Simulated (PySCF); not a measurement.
## Working out the ionisation energy of Br

Br [Ar] 3d10 4s2 4p5 (2P) → Br+ [Ar] 3d10 4s2 4p4 (3P). Calculation: PySCF 2.14, in aug-cc-pVTZ-DK; the spin-free X2C one-electron Hamiltonian (Gaussian nucleus). Frozen: [Ar] 3d10. Energies in hartree (1 hartree = 27.21139 eV):

| part | Br (lower) | Br+ (upper) |
| --- | --- | --- |
| UHF | -2604.412628 | -2604.018791 |
| MP2 opposite-spin | -0.105020 | -0.080929 |
| MP2 same-spin | -0.030860 | -0.023583 |

Q: What does Hartree-Fock give?

A: (-2604.018791) − (-2604.412628) = 0.393837 hartree = 10.717 eV.

Q: What do MP2 and SCS-MP2 (6/5 opposite-spin, 1/3 same-spin) give?

A: The opposite-spin parts differ by 0.656 eV and the same-spin parts by 0.198 eV. MP2: 10.717 + (0.656) + (0.198) = 11.571 eV. SCS-MP2: 10.717 + 1.2 × (0.656) + (0.198)/3 = 11.570 eV.

Measured between the centres of the two terms (NIST): 11.844 eV, so MP2 (valence) is off by -0.273 eV.

What remains against the reference includes basis incompleteness, the frozen core and correlation beyond second order.
